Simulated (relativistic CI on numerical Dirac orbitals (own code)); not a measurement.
**Mo33+: computed level list**

Computed by Dirac-Coulomb-Breit CI, separate exchange-only KLI orbitals for each configuration, model QED, unscaled Slater integrals (own radial code, finite nucleus).

Configurations in the expansion (outside the closed core 1s2): 2s²2p⁵, 2s2p⁶, 2p⁶3s, 2p⁶3p, 2p⁶3d, 2s²2p⁴3s, 2s²2p⁴3p, 2s²2p⁴3d, 2s2p⁵3s, 2s2p⁵3p, 2s2p⁵3d, 2s²2p⁴4s, 2s²2p⁴4p, 2s²2p⁴4d, 2s²2p⁴4f, 2s2p⁵4s. Levels of other configurations are missing.

The lowest level is 2s²2p⁵ ²P°3/2, with 100 % of that term; Hund's rules for 2s²2p⁵ give ²P° with J = 3/2, in agreement.

```csv
No.,Configuration,Term,J,E (eV),%,Landé g,jj configuration (%)
1,2s²2p⁵,²P°,3/2,0.00,100,1.324,2p3/2^3 (100)
2,2s²2p⁵,²P°,1/2,109.88,100,0.652,2p1/2 2p3/2^4 (100)
3,2s2p⁶,²S,1/2,330.77,100,1.989,2s (100)
4,2p⁴(3P)3s,⁴P,5/2,2459.92,75,1.494,2p3/2^2 3s (99)
5,2p⁴(3P)3s,²P,3/2,2465.74,59,1.235,2p3/2^2 3s (99)
6,2p⁴(1S)3s,²S,1/2,2487.69,55,2.040,2p3/2^2 3s (98)
7,2p⁴(3P)3p,⁴P°,3/2,2520.03,38,1.519,2p3/2^2 3p1/2 (98)
8,2p⁴(3P)3p,²D°,5/2,2522.46,33,1.253,2p3/2^2 3p1/2 (98)
9,2p⁴(1S)3p,²P°,1/2,2543.20,73,0.934,2p3/2^2 3p1/2 (62)
10,2p⁴(3P)3p,²D°,5/2,2549.34,48,1.334,2p3/2^2 3p3/2 (97)
11,2p⁴(3P)3p,⁴D°,7/2,2550.23,74,1.349,2p3/2^2 3p3/2 (99)
12,2p⁴(1S)3p,²P°,1/2,2554.18,40,1.062,2p3/2^2 3p3/2 (63)
13,2p⁴(3P)3s,⁴P,3/2,2566.98,84,1.659,2p1/2 2p3/2^3 3s (99)
14,2p⁴(3P)3p,²P°,3/2,2571.39,36,1.352,2p3/2^2 3p3/2 (97)
15,2p⁴(3P)3s,²P,1/2,2571.81,67,1.317,2p1/2 2p3/2^3 3s (99)
16,2p⁴(1S)3p,²P°,3/2,2581.03,55,1.316,2p3/2^2 3p3/2 (94)
17,2p⁴(1D)3s,²D,5/2,2581.95,75,1.288,2p1/2 2p3/2^3 3s (98)
18,2p⁴(1D)3s,²D,3/2,2584.37,72,0.942,2p1/2 2p3/2^3 3s (99)
19,2p⁴(3P)3d,⁴D,3/2,2622.75,38,1.201,2p3/2^2 3d3/2 (98)
20,2p⁴(3P)3d,⁴D,5/2,2623.02,50,1.253,2p3/2^2 3d3/2 (87)
21,2p⁴(1D)3d,²P,1/2,2625.08,43,1.247,2p3/2^2 3d3/2 (84)
22,2p⁴(3P)3p,⁴P°,1/2,2625.53,58,1.919,2p1/2 2p3/2^3 3p1/2 (97)
23,2p⁴(3P)3d,⁴F,7/2,2625.71,36,1.234,2p3/2^2 3d3/2 (72)
24,2p⁴(3P)3d,²F,7/2,2630.37,60,1.160,2p3/2^2 3d5/2 (71)
25,2p⁴(3P)3p,⁴D°,3/2,2630.82,47,1.196,2p1/2 2p3/2^3 3p1/2 (97)
26,2p⁴(3P)3d,⁴F,9/2,2630.91,74,1.269,2p3/2^2 3d5/2 (99)
27,2p⁴(3P)3d,²P,1/2,2638.43,40,1.664,2p3/2^2 3d5/2 (84)
28,2p⁴(1D)3p,²F°,5/2,2642.15,58,1.019,2p1/2 2p3/2^3 3p1/2 (99)
29,2p⁴(3P)3d,²D,3/2,2643.84,50,1.161,2p3/2^2 3d5/2 (66)
30,2p⁴(3P)3d,²D,5/2,2649.26,42,1.172,2p3/2^2 3d5/2 (90)
```

Energies count from the lowest computed level; ° marks odd parity. Percentages are summed over parent terms; the parents shown are those of the largest component, closed shells are left out there. Filled j subshells are mostly left out of the jj labels.

The mean weight of the leading LS term, summed over parents, in these 30 levels is 59 %, and that of the leading jj configuration (from the same eigenvectors) 91 %, so jj coupling describes them better and the LS labels are nominal.

At this charge energies of transitions that change n are usually good to better than 1 %, and those within a shell (Δn = 0) to a few per cent.

LS names give the leading component of a level, which can be under half, so a name can repeat, a term be missing and a line seem to break the LS rules.
